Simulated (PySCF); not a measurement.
## Ga⁻ (gallium, charge -1) across methods

[Ar] 3d10 4s2 4p2, high-spin 3P determinant. Computed with PySCF 2.14 in aug-cc-pVTZ-DK, with scalar relativity by spin-free X2C-1e.

```json
{"method": "CAM-B3LYP", "E (hartree)": "-1943.969", "mean ε 4s α (eV)": "-6.521", "mean ε 4s β (eV)": "-5.328", "mean ε 4p α (eV)": "0.281", "Σ⟨r²⟩ (bohr²)": "76.93", "⟨S²⟩": "2.003"}
{"method": "PBE", "E (hartree)": "-1943.573", "mean ε 4s α (eV)": "-4.128", "mean ε 4s β (eV)": "-3.315", "mean ε 4p α (eV)": "1.491", "Σ⟨r²⟩ (bohr²)": "81.52", "⟨S²⟩": "2.002"}
{"method": "TPSS", "E (hartree)": "-1943.825", "mean ε 4s α (eV)": "-4.150", "mean ε 4s β (eV)": "-3.089", "mean ε 4p α (eV)": "1.531", "Σ⟨r²⟩ (bohr²)": "79.00", "⟨S²⟩": "2.002"}
{"method": "PBE0", "E (hartree)": "-1943.585", "mean ε 4s α (eV)": "-5.142", "mean ε 4s β (eV)": "-3.990", "mean ε 4p α (eV)": "0.975", "Σ⟨r²⟩ (bohr²)": "78.32", "⟨S²⟩": "2.003"}
{"method": "revPBE", "E (hartree)": "-1943.735", "mean ε 4s α (eV)": "-4.062", "mean ε 4s β (eV)": "-3.215", "mean ε 4p α (eV)": "1.508", "Σ⟨r²⟩ (bohr²)": "81.43", "⟨S²⟩": "2.002"}
{"method": "UHF", "E (hartree)": "-1942.17169", "mean ε 4s α (eV)": "-7.787", "mean ε 4s β (eV)": "-5.528", "mean ε 4p α (eV)": "-0.466", "Σ⟨r²⟩ (bohr²)": "77.85", "⟨S²⟩": "2.013"}
{"method": "r2SCAN", "E (hartree)": "-1943.817", "mean ε 4s α (eV)": "-4.343", "mean ε 4s β (eV)": "-3.366", "mean ε 4p α (eV)": "1.397", "Σ⟨r²⟩ (bohr²)": "78.17", "⟨S²⟩": "2.005"}
{"method": "B3LYP", "E (hartree)": "-1943.896", "mean ε 4s α (eV)": "-5.020", "mean ε 4s β (eV)": "-4.132", "mean ε 4p α (eV)": "1.137", "Σ⟨r²⟩ (bohr²)": "80.79", "⟨S²⟩": "2.002"}
```

**Question.** Estimate the same row for LDA.

**Answer.** E (hartree) = -1940.696; mean ε 4s α (eV) = -4.347; mean ε 4s β (eV) = -3.620; mean ε 4p α (eV) = 1.437; Σ⟨r²⟩ (bohr²) = 81.71; ⟨S²⟩ = 2.001.

The highest occupied level is positive at CAM-B3LYP, PBE, LDA, TPSS, PBE0, revPBE, r2SCAN, B3LYP: only the finite basis holds that electron, which in a density functional comes from self-interaction.
